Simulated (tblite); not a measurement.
C3H11GaGe2.
SMILES with atom numbers: `[GaH2:1][CH2:2][GeH2:3]/[CH:4]=[CH:5]/[GeH3:6]` (hydrogens: H7, H8 on Ga1; H9, H10 on C2; H11, H12 on Ge3; H13 on C4; H14 on C5; H15, H16, H17 on Ge6)

Computed with GFN2-xTB (tblite), gas phase: L-BFGS steps from a force-field or distance-geometry start until the largest atomic force falls under 0.01 eV/Å.

Step 45: E = -461.7477 eV
```
atom  x, y, z in Å  |  force x, y, z in eV/Å
Ga1     2.9155    0.5678    1.0535    0.016   0.020  -0.016
C2      2.2458    0.4843   -0.8535   -0.010  -0.012  -0.027
Ge3     0.9259   -0.9803   -1.0307    0.055   0.042  -0.060
C4     -0.6083   -0.4712    0.0577   -0.010   0.018  -0.010
C5     -1.8377   -0.2781   -0.4054   -0.005  -0.026  -0.009
Ge6    -3.3409    0.3535    0.6647   -0.018   0.007   0.008
H7      4.2795    1.2875    1.4136   -0.011  -0.001   0.017
H8      2.2031   -0.1036    2.2877   -0.016   0.001   0.012
H9      1.7641    1.4255   -1.1429    0.023  -0.039   0.012
H10     3.0867    0.3331   -1.5385    0.009  -0.004   0.013
H11     0.5249   -1.1700   -2.4823   -0.029  -0.015   0.062
H12     1.5238   -2.2901   -0.5689   -0.008   0.020  -0.013
H13    -0.3830   -0.2549    1.1002   -0.025   0.000  -0.009
H14    -2.0318   -0.4890   -1.4522   -0.009  -0.001   0.017
H15    -3.8532   -0.6974    1.5948    0.012  -0.013  -0.011
H16    -4.4739    0.7727   -0.2147    0.008  -0.001  -0.003
H17    -2.9475    1.5221    1.5071    0.018   0.006   0.017
```

Step 46: E = -461.7482 eV
```
atom  x, y, z in Å  |  force x, y, z in eV/Å
Ga1     2.9159    0.5717    1.0559   -0.004  -0.001  -0.016
C2      2.2472    0.4810   -0.8523   -0.001  -0.008  -0.021
Ge3     0.9239   -0.9791   -1.0341    0.045   0.035  -0.003
C4     -0.6089   -0.4718    0.0598    0.010   0.021  -0.024
C5     -1.8385   -0.2802   -0.4040    0.009  -0.030  -0.002
Ge6    -3.3416    0.3528    0.6648    0.001   0.005   0.007
H7      4.2801    1.2919    1.4119   -0.009   0.002   0.021
H8      2.2013   -0.0985    2.2923   -0.004   0.012  -0.001
H9      1.7695    1.4234   -1.1444    0.020  -0.031   0.008
H10     3.0896    0.3264   -1.5345    0.011  -0.002   0.011
H11     0.5184   -1.1622   -2.4831   -0.033  -0.017   0.035
H12     1.5208   -2.2919   -0.5784   -0.010   0.024  -0.017
H13    -0.3812   -0.2531    1.1019   -0.035  -0.004  -0.028
H14    -2.0310   -0.4938   -1.4508   -0.012   0.002   0.023
H15    -3.8551   -0.6979    1.5930    0.006  -0.021  -0.001
H16    -4.4720    0.7734   -0.2151   -0.007   0.006  -0.013
H17    -2.9452    1.5199    1.5072    0.016   0.009   0.021
```

Step 47: E = -461.7486 eV
```
atom  x, y, z in Å  |  force x, y, z in eV/Å
Ga1     2.9161    0.5752    1.0576   -0.019  -0.018  -0.011
C2      2.2485    0.4776   -0.8513    0.016  -0.004  -0.008
Ge3     0.9231   -0.9777   -1.0373    0.019   0.018   0.041
C4     -0.6089   -0.4721    0.0610    0.024   0.019  -0.033
C5     -1.8390   -0.2828   -0.4025    0.014  -0.025   0.007
Ge6    -3.3423    0.3523    0.6651    0.016   0.002   0.005
H7      4.2801    1.2960    1.4108   -0.006   0.004   0.022
H8      2.2005   -0.0929    2.2969    0.004   0.020  -0.011
H9      1.7746    1.4206   -1.1454    0.013  -0.015   0.001
H10     3.0926    0.3203   -1.5304    0.017  -0.001   0.004
H11     0.5124   -1.1549   -2.4837   -0.035  -0.018   0.011
H12     1.5176   -2.2939   -0.5879   -0.010   0.027  -0.018
H13    -0.3799   -0.2519    1.1027   -0.037  -0.005  -0.036
H14    -2.0310   -0.4981   -1.4488   -0.016   0.002   0.019
H15    -3.8574   -0.6984    1.5918    0.002  -0.023   0.004
H16    -4.4704    0.7741   -0.2162   -0.014   0.009  -0.016
H17    -2.9436    1.5185    1.5079    0.013   0.007   0.020
```

**Question.** Estimate the geometry and energy of step 48. (The exact step hangs on the optimiser's Hessian estimate; all steps are aligned on step 47, rigid shifts and turns removed.)

**Answer.** E = -461.7491 eV, largest force 0.067 eV/Å
```
atom  x, y, z in Å  |  force x, y, z in eV/Å
Ga1     2.9159    0.5788    1.0595   -0.028  -0.030  -0.001
C2      2.2505    0.4735   -0.8503    0.036   0.000   0.007
Ge3     0.9225   -0.9757   -1.0403   -0.013  -0.004   0.066
C4     -0.6083   -0.4721    0.0617    0.032   0.015  -0.036
C5     -1.8394   -0.2864   -0.4005    0.012  -0.014   0.014
Ge6    -3.3429    0.3517    0.6656    0.025  -0.002   0.003
H7      4.2799    1.3010    1.4097   -0.006   0.006   0.022
H8      2.1997   -0.0855    2.3021    0.010   0.026  -0.020
H9      1.7809    1.4170   -1.1467    0.004   0.008  -0.009
H10     3.0967    0.3128   -1.5255    0.026   0.000  -0.006
H11     0.5046   -1.1461   -2.4840   -0.034  -0.016  -0.008
H12     1.5136   -2.2959   -0.5998   -0.006   0.024  -0.015
H13    -0.3791   -0.2505    1.1030   -0.033  -0.003  -0.033
H14    -2.0312   -0.5033   -1.4461   -0.020  -0.001   0.006
H15    -3.8603   -0.6995    1.5904   -0.001  -0.021   0.007
H16    -4.4687    0.7753   -0.2178   -0.014   0.011  -0.014
H17    -2.9415    1.5168    1.5090    0.009   0.003   0.018
```

The energy changes by -0.0005 eV. The first-order estimate −F·Δx gives -0.0006 eV and the mean of the old and new forces, exact on a quadratic surface, -0.0005 eV. The step makes an angle of 79° with the force vector and moves no atom by more than 0.013 Å.

The cost below is that of the whole relaxation. The run took 1.6 s of wall time on one thread, Arm Neoverse V2 (aarch64), no GPU (shared host).
